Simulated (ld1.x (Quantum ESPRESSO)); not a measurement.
Building the TM potential for Er (PBEsol, fully relativistic).

ld1.x (Quantum ESPRESSO) 7.5 was run on this input:

```
&input
   title='Er', zed=68., rel=2, dft='PBESOL', iswitch=3,
   config='[Xe] 4f12 5d0.5 6s1.5 6p0', rel_dist='average',
   nld=7, rlderiv=4.45, eminld=-2.0, emaxld=5.0, deld=0.02
 /
 &inputp
   pseudotype=2, tm=.true., lloc=1,
   nlcc=.false.,
   file_pseudopw='Er.UPF', file_wfcaegen='ae.wfc', file_wfcncgen='nc.wfc', file_beta='beta', file_chi='chi'
 /
4
6S  1  0   1.50   0.00  3.55  3.55  0.0
5D  3  2   0.50   0.00  2.80  2.80  0.0
4F  4  3  12.00   0.00  1.15  1.15  0.0
6P  2  1   0.00   0.00  4.10  4.10  0.0
 &test
   configts(1)='4f12 5d0.5 6s1.5 6p0'
 /
```

Command:

```bash
ld1.x < Er.in > Er.out
```

Output (shortened: banner, matrices, multipoles, cross overlaps and the repeated all-electron block are left out):

```
Program LD1 v.7.5
 classical turning point too close to mesh           4           3          -4
     --------------------------- All-electron run ----------------------------

     Er
     dirac relativistic calculation

     atomic number is 68.00
     dft =PBESOL   lsd =0 sic =0 latt =0  beta=0.20 tr2=1.0E-14
     Exchange-correlation= PBESOL
                           (   1   4  10   8   0   0   0)
     mesh =1267 r(mesh) = 100.03222 a.u. xmin = -7.00 dx = 0.01250
     1 Ry =  13.60569312 eV, c = 137.03599908

     n l j   nl                  e(Ry)          e(Ha)          e(eV)
     Spin orbit split results
     1 0 0.5 1S 1( 2.00)     -4210.4437     -2105.2219    -57286.0053
     2 0 0.5 2S 1( 2.00)      -706.9336      -353.4668     -9618.3216
     2 1 0.5 2P 1( 2.00)      -673.3533      -336.6767     -9161.4384
     2 1 1.5 2P 1( 4.00)      -606.0007      -303.0003     -8245.0590
     3 0 0.5 3S 1( 2.00)      -158.3589       -79.1795     -2154.5828
     3 1 0.5 3P 1( 2.00)      -143.6282       -71.8141     -1954.1615
     3 1 1.5 3P 1( 4.00)      -129.4842       -64.7421     -1761.7218
     4 0 0.5 4S 1( 2.00)       -31.1989       -15.5995      -424.4833
     4 1 0.5 4P 1( 2.00)       -25.3155       -12.6578      -344.4356
     4 1 1.5 4P 1( 4.00)       -22.1270       -11.0635      -301.0530
     3 2 1.5 3D 1( 4.00)      -104.2884       -52.1442     -1418.9161
     3 2 2.5 3D 1( 6.00)      -101.1964       -50.5982     -1376.8474
     5 0 0.5 5S 1( 2.00)        -3.7817        -1.8908       -51.4520
     5 1 0.5 5P 1( 2.00)        -2.1983        -1.0991       -29.9094
     5 1 1.5 5P 1( 4.00)        -1.8048        -0.9024       -24.5558
     4 2 1.5 4D 1( 4.00)       -12.4458        -6.2229      -169.3340
     4 2 2.5 4D 1( 6.00)       -11.8664        -5.9332      -161.4508
     4 3 2.5 4F 1( 5.14)        -0.2552        -0.1276        -3.4728
     4 3 3.5 4F 1( 6.86)        -0.1757        -0.0878        -2.3899
     5 2 1.5 5D 1( 0.20)        -0.0683        -0.0342        -0.9299
     5 2 2.5 5D 1( 0.30)        -0.0556        -0.0278        -0.7563
     6 0 0.5 6S 1( 1.50)        -0.2776        -0.1388        -3.7765
     6 1 0.5 6P 1( 0.00)        -0.0946        -0.0473        -1.2867
     6 1 1.5 6P 1( 0.00)        -0.0781        -0.0391        -1.0631
     Averaged results
     1 0     1S 1( 2.00)     -4210.4437     -2105.2219    -57286.0053
     2 0     2S 1( 2.00)      -706.9336      -353.4668     -9618.3216
     2 1     2P 1( 6.00)      -628.4515      -314.2258     -8550.5188
     3 0     3S 1( 2.00)      -158.3589       -79.1795     -2154.5828
     3 1     3P 1( 6.00)      -134.1989       -67.0994     -1825.8684
     4 0     4S 1( 2.00)       -31.1989       -15.5995      -424.4833
     4 1     4P 1( 6.00)       -23.1898       -11.5949      -315.5139
     3 2     3D 1(10.00)      -102.4332       -51.2166     -1393.6749
     5 0     5S 1( 2.00)        -3.7817        -1.8908       -51.4520
     5 1     5P 1( 6.00)        -1.9360        -0.9680       -26.3403
     4 2     4D 1(10.00)       -12.0982        -6.0491      -164.6041
     4 3     4F 1(12.00)        -0.2098        -0.1049        -2.8540
     5 2     5D 1( 0.50)        -0.0607        -0.0303        -0.8257
     6 0     6S 1( 1.50)        -0.2776        -0.1388        -3.7765
     6 1     6P 1( 0.00)        -0.0836        -0.0418        -1.1376

     final scf error:  1.5E-15 reached in  33 iterations

     Etot =  -26190.933851 Ry,  -13095.466925 Ha, -356345.808579 eV

     Ekin =   28911.841298 Ry,   14455.920649 Ha,  393365.640317 eV
     Encl =  -64821.375960 Ry,  -32410.687980 Ha, -881939.749123 eV
     Eh   =   10268.701633 Ry,    5134.350817 Ha,  139712.803196 eV
     Exc  =    -550.100822 Ry,    -275.050411 Ha,   -7484.502969 eV

     normalization and overlap integrals

     s(1S/1S) =  1.000000  <r> =   0.0204  <r2> =    0.0006  r(max) =   0.0128
     s(2S/2S) =  1.000000  <r> =   0.0859  <r2> =    0.0088  r(max) =   0.0738
     s(2P/2P) =  1.000000  <r> =   0.0715  <r2> =    0.0063  r(max) =   0.0553
     s(2P/2P) =  1.000000  <r> =   0.0788  <r2> =    0.0076  r(max) =   0.0611
     s(3S/3S) =  1.000000  <r> =   0.2250  <r2> =    0.0580  r(max) =   0.2081
     s(3P/3P) =  1.000000  <r> =   0.2147  <r2> =    0.0537  r(max) =   0.1955
     s(3P/3P) =  1.000000  <r> =   0.2284  <r2> =    0.0605  r(max) =   0.2081
     s(4S/4S) =  1.000000  <r> =   0.5081  <r2> =    0.2918  r(max) =   0.4750
     s(4P/4P) =  1.000000  <r> =   0.5172  <r2> =    0.3048  r(max) =   0.4750
     s(4P/4P) =  1.000000  <r> =   0.5488  <r2> =    0.3429  r(max) =   0.5056
     s(3D/3D) =  1.000000  <r> =   0.2013  <r2> =    0.0476  r(max) =   0.1641
     s(3D/3D) =  1.000000  <r> =   0.2055  <r2> =    0.0495  r(max) =   0.1683
     s(5S/5S) =  1.000000  <r> =   1.2544  <r2> =    1.7752  r(max) =   1.1113
     s(5P/5P) =  1.000000  <r> =   1.4206  <r2> =    2.3040  r(max) =   1.2129
     s(5P/5P) =  1.000000  <r> =   1.5362  <r2> =    2.6995  r(max) =   1.3073
     s(4D/4D) =  1.000000  <r> =   0.5774  <r2> =    0.3875  r(max) =   0.5056
     s(4D/4D) =  1.000000  <r> =   0.5886  <r2> =    0.4026  r(max) =   0.5184
     s(4F/4F) =  1.000000  <r> =   0.8217  <r2> =    0.9468  r(max) =   0.5056
     s(4F/4F) =  1.000000  <r> =   0.8469  <r2> =    1.0278  r(max) =   0.5120
     s(5D/5D) =  1.000000  <r> =   3.6748  <r2> =   17.9764  r(max) =   2.0761
     s(5D/5D) =  1.000000  <r> =   3.9559  <r2> =   20.9474  r(max) =   2.1825
     s(6S/6S) =  1.000000  <r> =   4.0480  <r2> =   18.7326  r(max) =   3.3804
     s(6P/6P) =  1.000000  <r> =   5.6668  <r2> =   37.4246  r(max) =   4.5631
     s(6P/6P) =  1.000000  <r> =   6.1365  <r2> =   43.9274  r(max) =   4.9184

     ------------------------ End of All-electron run ------------------------

     --------------------- Generating NC pseudopotential ---------------------

      Generating local pot.: lloc=1, j= 0.50, matching radius rcloc =   4.1000

      Generating local pot.: lloc=1, j= 1.50, matching radius rcloc =   4.1000

     Fully relativistic calculation: |psi|^2

     Wfc 6S LC norm =  0.99997327 SC norm =  0.00002575 missing  0.00000099

     Wfc 5D LC norm =  0.99995760 SC norm =  0.00004237 missing  0.00000003

     Wfc 5D LC norm =  0.99996308 SC norm =  0.00003518 missing  0.00000173

     Wfc 4F LC norm =  0.99936223 SC norm =  0.00063777 missing  0.00000000

     Wfc 4F LC norm =  0.99938096 SC norm =  0.00061902 missing  0.00000002

      Wfc   6S  rcut= 3.510  Using Troullier-Martins method

      Wfc   5D  rcut= 2.802  Using Troullier-Martins method

      Wfc   5D  rcut= 2.802  Using Troullier-Martins method

      Wfc   4F  rcut= 1.139  Using Troullier-Martins method

      Wfc   4F  rcut= 1.139  Using Troullier-Martins method

     ------------------- End of pseudopotential generation -------------------

 classical turning point too close to mesh           4           3          -4
     Computing logarithmic derivative in   4.42275

       Warning: n=4, l=3 expected 0 nodes, found 1
       Setting wfc to zero for this iteration
       (This warning will only be printed once per wavefunction)

     Message from routine run_pseudo:
     Warning: convergence not achieved
     Computing logarithmic derivative in   4.42275
     Computing the partial wave expansion
     R is outside the sphere for l=    0 j= 0.50
       no projector for channel:   1
       no projector for channel:   1
     R is outside the sphere for l=    2 j= 1.50
     R is outside the sphere for l=    2 j= 2.50
     R is outside the sphere for l=    3 j= 2.50
     R is outside the sphere for l=    3 j= 3.50

     ---------------------- Testing the pseudopotential ----------------------

     Er
     dirac relativistic calculation

     atomic number is 68.00   valence charge is 14.00
     dft =PBESOL   lsd =0 sic =0 latt =0  beta=0.20 tr2=1.0E-14
     mesh =1267 r(mesh) = 100.03222 xmin = -7.00 dx = 0.01250

     n l  j  nl             e AE (Ry)       e PS (Ry)    De AE-PS (Ry)
     4 3 2.5 4F   1( 5.14)       -0.25525       -0.25518       -0.00007
     4 3 3.5 4F   1( 6.86)       -0.17565       -0.17569        0.00003
     3 2 1.5 5D   1( 0.20)       -0.06835       -0.06835        0.00000
     3 2 2.5 5D   1( 0.30)       -0.05559       -0.05559        0.00000
     1 0 0.5 6S   1( 1.50)       -0.27756       -0.27757        0.00000
     2 1 0.5 6P   1( 0.00)       -0.09457       -0.08302       -0.01154  !
     2 1 1.5 6P   1( 0.00)       -0.07814       -0.08302        0.00489

     eps = 1.6E-10  iter =201

     Etot =  -26190.933851 Ry,  -13095.466925 Ha, -356345.808579 eV
     Etotps =  -168.481171 Ry,     -84.240586 Ha,   -2292.303112 eV

     Ekin =     423.082495 Ry,     211.541247 Ha,    5756.330590 eV
     Encl =    -313.068061 Ry,    -156.534030 Ha,   -4259.507964 eV
     Ehrt =     172.827359 Ry,      86.413680 Ha,    2351.436014 eV
     Ecxc =     -23.881185 Ry,     -11.940592 Ha,    -324.920074 eV
     Epseu=    -427.441779 Ry,    -213.720890 Ha,   -5815.641679 eV

     ---------------------- End of pseudopotential test ----------------------
```

Generation and configuration tests took about 13 s on one core of a shared server CPU.

Transferability test of the new file with ld1.x, input:

```
&input
   title='Er', zed=68., rel=2, dft='PBESOL', iswitch=2,
   config='[Xe] 4f12 5d0.5 6s1.5 6p0', rel_dist='average'
 /
 &test
   file_pseudo='Er.UPF', nconf=8,
   configts(1)='4f12 5d0.5 6s1.5 6p0',
   configts(2)='4f12 5d0 6s2 6p0',
   configts(3)='4f12 5d0 6s1 6p0',
   configts(4)='4f12 5d0 6s0 6p0',
   configts(5)='4f11 5d0 6s2 6p0',
   configts(6)='4f12 5d0 6s0 6p1',
   configts(7)='4f12 5d0 6s1.5 6p0',
   configts(8)='4f11 5d1 6s1 6p0'
 /
```

```bash
ld1.x < Er.test.in > Er.test.out
```

Pseudopotential blocks of its output, shortened (energy terms left out; the distinct warnings before each block abridged to one line each):

```
     Warning: convergence not achieved
     Warning: n=4, l=3 expected 0 nodes, found 1
     ---------------------- Testing the pseudopotential ----------------------

     n l  j  nl             e AE (Ry)       e PS (Ry)    De AE-PS (Ry)
     4 3 2.5 4F   1( 5.14)       -0.25525       -0.25518       -0.00007
     4 3 3.5 4F   1( 6.86)       -0.17565       -0.17569        0.00003
     3 2 1.5 5D   1( 0.20)       -0.06835       -0.06835        0.00000
     3 2 2.5 5D   1( 0.30)       -0.05559       -0.05559        0.00000
     1 0 0.5 6S   1( 1.50)       -0.27756       -0.27757        0.00000
     2 1 0.5 6P   1( 0.00)       -0.09457       -0.08302       -0.01154  !
     2 1 1.5 6P   1( 0.00)       -0.07814       -0.08302        0.00489

     eps = 2.2E-09  iter =201

     Etot =  -26190.933851 Ry,  -13095.466925 Ha, -356345.808580 eV
     Etotps =  -168.481171 Ry,     -84.240586 Ha,   -2292.303114 eV

     ---------------------- End of pseudopotential test ----------------------

          Warning: convergence not achieved
     ---------------------- Testing the pseudopotential ----------------------

     n l  j  nl             e AE (Ry)       e PS (Ry)    De AE-PS (Ry)
     4 3 2.5 4F   1( 5.14)       -0.27856       -0.28538        0.00681  !
     4 3 3.5 4F   1( 6.86)       -0.19894       -0.20574        0.00680  !
     3 2 1.5 5D   1( 0.00)       -0.07744       -0.07628       -0.00116
     3 2 2.5 5D   1( 0.00)       -0.06351       -0.06244       -0.00107
     1 0 0.5 6S   1( 2.00)       -0.28307       -0.28261       -0.00047
     2 1 0.5 6P   1( 0.00)       -0.09462       -0.08177       -0.01285  !
     2 1 1.5 6P   1( 0.00)       -0.07698       -0.08177        0.00479

     eps = 7.2E-10  iter =201

     Etot =  -26191.041649 Ry,  -13095.520824 Ha, -356347.275245 eV
     Etotps =  -168.589118 Ry,     -84.294559 Ha,   -2293.771803 eV
     dEtot_ae =      -0.107798 Ry
     dEtot_ps =      -0.107947 Ry,   Delta E=       0.000149 Ry

     ---------------------- End of pseudopotential test ----------------------

          Warning: convergence not achieved
     ---------------------- Testing the pseudopotential ----------------------

     n l  j  nl             e AE (Ry)       e PS (Ry)    De AE-PS (Ry)
     4 3 2.5 4F   1( 5.14)       -0.76235       -0.76606        0.00371
     4 3 3.5 4F   1( 6.86)       -0.68263       -0.68639        0.00376
     3 2 1.5 5D   1( 0.00)       -0.50372       -0.49843       -0.00530  !
     3 2 2.5 5D   1( 0.00)       -0.48308       -0.47779       -0.00530  !
     1 0 0.5 6S   1( 1.00)       -0.66485       -0.66317       -0.00168
     2 1 0.5 6P   1( 0.00)       -0.42210       -0.40031       -0.02179  !
     2 1 1.5 6P   1( 0.00)       -0.39077       -0.40031        0.00954  !

     eps = 3.3E-09  iter =201

     Etot =  -26190.571259 Ry,  -13095.285630 Ha, -356340.875268 eV
     Etotps =  -168.119370 Ry,     -84.059685 Ha,   -2287.380556 eV
     dEtot_ae =       0.362592 Ry
     dEtot_ps =       0.361801 Ry,   Delta E=       0.000790 Ry

     ---------------------- End of pseudopotential test ----------------------

          ---------------------- Testing the pseudopotential ----------------------

     n l  j  nl             e AE (Ry)       e PS (Ry)    De AE-PS (Ry)
     4 3 2.5 4F   1( 5.14)       -1.32678       -1.32875        0.00198
     4 3 3.5 4F   1( 6.86)       -1.24688       -1.24890        0.00202
     3 2 1.5 5D   1( 0.00)       -1.00113       -0.97192       -0.02920  !
     3 2 2.5 5D   1( 0.00)       -0.97458       -0.94393       -0.03065  !
     1 0 0.5 6S   1( 0.00)       -1.07971       -1.04778       -0.03193  !
     2 1 0.5 6P   1( 0.00)       -0.77879       -0.71967       -0.05912  !
     2 1 1.5 6P   1( 0.00)       -0.73130       -0.71967       -0.01163  !

     eps = 2.2E-15  iter =  9

     Etot =  -26189.700951 Ry,  -13094.850475 Ha, -356329.034118 eV
     Etotps =  -167.261965 Ry,     -83.630982 Ha,   -2275.714966 eV
     dEtot_ae =       1.232900 Ry
     dEtot_ps =       1.219206 Ry,   Delta E=       0.013694 Ry

     ---------------------- End of pseudopotential test ----------------------

          Warning: convergence not achieved
     ---------------------- Testing the pseudopotential ----------------------

     n l  j  nl             e AE (Ry)       e PS (Ry)    De AE-PS (Ry)
     4 3 2.5 4F   1( 4.71)       -1.39373       -1.67788        0.28415  !
     4 3 3.5 4F   1( 6.29)       -1.30887       -1.58840        0.27953  !
     3 2 1.5 5D   1( 0.00)       -0.72140       -0.73140        0.01000  !
     3 2 2.5 5D   1( 0.00)       -0.69147       -0.69950        0.00803  !
     1 0 0.5 6S   1( 2.00)       -0.78784       -0.78818        0.00034
     2 1 0.5 6P   1( 0.00)       -0.50564       -0.46255       -0.04308  !
     2 1 1.5 6P   1( 0.00)       -0.46492       -0.46255       -0.00236

     eps = 8.4E-10  iter =201

     Etot =  -26190.278237 Ry,  -13095.139118 Ha, -356336.888493 eV
     Etotps =  -167.681170 Ry,     -83.840585 Ha,   -2281.418543 eV
     dEtot_ae =       0.655614 Ry
     dEtot_ps =       0.800001 Ry,   Delta E=      -0.144387 Ry

     ---------------------- End of pseudopotential test ----------------------

          ---------------------- Testing the pseudopotential ----------------------

     n l  j  nl             e AE (Ry)       e PS (Ry)    De AE-PS (Ry)
     4 3 2.5 4F   1( 5.14)       -0.86574       -0.87918        0.01343  !
     4 3 3.5 4F   1( 6.86)       -0.78595       -0.79937        0.01342  !
     3 2 1.5 5D   1( 0.00)       -0.58064       -0.56966       -0.01098  !
     3 2 2.5 5D   1( 0.00)       -0.55829       -0.54690       -0.01140  !
     1 0 0.5 6S   1( 0.00)       -0.72082       -0.71228       -0.00855  !
     2 1 0.5 6P   1( 0.33)       -0.47775       -0.45317       -0.02458  !
     2 1 1.5 6P   1( 0.67)       -0.44677       -0.45317        0.00640  !

     eps = 6.5E-16  iter = 14

     Etot =  -26190.307660 Ry,  -13095.153830 Ha, -356337.288812 eV
     Etotps =  -167.858515 Ry,     -83.929257 Ha,   -2283.831443 eV
     dEtot_ae =       0.626191 Ry
     dEtot_ps =       0.622656 Ry,   Delta E=       0.003535 Ry

     ---------------------- End of pseudopotential test ----------------------

          Warning: convergence not achieved
     ---------------------- Testing the pseudopotential ----------------------

     n l  j  nl             e AE (Ry)       e PS (Ry)    De AE-PS (Ry)
     4 3 2.5 4F   1( 5.14)       -0.50909       -0.51417        0.00508  !
     4 3 3.5 4F   1( 6.86)       -0.42943       -0.43453        0.00510  !
     3 2 1.5 5D   1( 0.00)       -0.27996       -0.27752       -0.00244
     3 2 2.5 5D   1( 0.00)       -0.26242       -0.26008       -0.00234
     1 0 0.5 6S   1( 1.50)       -0.46862       -0.46815       -0.00046
     2 1 0.5 6P   1( 0.00)       -0.25232       -0.23504       -0.01727  !
     2 1 1.5 6P   1( 0.00)       -0.22769       -0.23504        0.00735  !

     eps = 4.9E-10  iter =201

     Etot =  -26190.854287 Ry,  -13095.427143 Ha, -356344.726057 eV
     Etotps =  -168.401965 Ry,     -84.200983 Ha,   -2291.225462 eV
     dEtot_ae =       0.079564 Ry
     dEtot_ps =       0.079206 Ry,   Delta E=       0.000358 Ry

     ---------------------- End of pseudopotential test ----------------------

          Warning: convergence not achieved
     ---------------------- Testing the pseudopotential ----------------------

     n l  j  nl             e AE (Ry)       e PS (Ry)    De AE-PS (Ry)
     4 3 2.5 4F   1( 4.71)       -1.22832       -1.51295        0.28464  !
     4 3 3.5 4F   1( 6.29)       -1.14359       -1.42392        0.28033  !
     3 2 1.5 5D   1( 0.40)       -0.61523       -0.64737        0.03214  !
     3 2 2.5 5D   1( 0.60)       -0.58849       -0.61790        0.02941  !
     1 0 0.5 6S   1( 1.00)       -0.72146       -0.72798        0.00652  !
     2 1 0.5 6P   1( 0.00)       -0.45704       -0.42356       -0.03348  !
     2 1 1.5 6P   1( 0.00)       -0.42113       -0.42356        0.00244

     eps = 5.1E-10  iter =201

     Etot =  -26190.174107 Ry,  -13095.087054 Ha, -356335.471744 eV
     Etotps =  -167.594050 Ry,     -83.797025 Ha,   -2280.233219 eV
     dEtot_ae =       0.759743 Ry
     dEtot_ps =       0.887121 Ry,   Delta E=      -0.127377 Ry

     ---------------------- End of pseudopotential test ----------------------
```
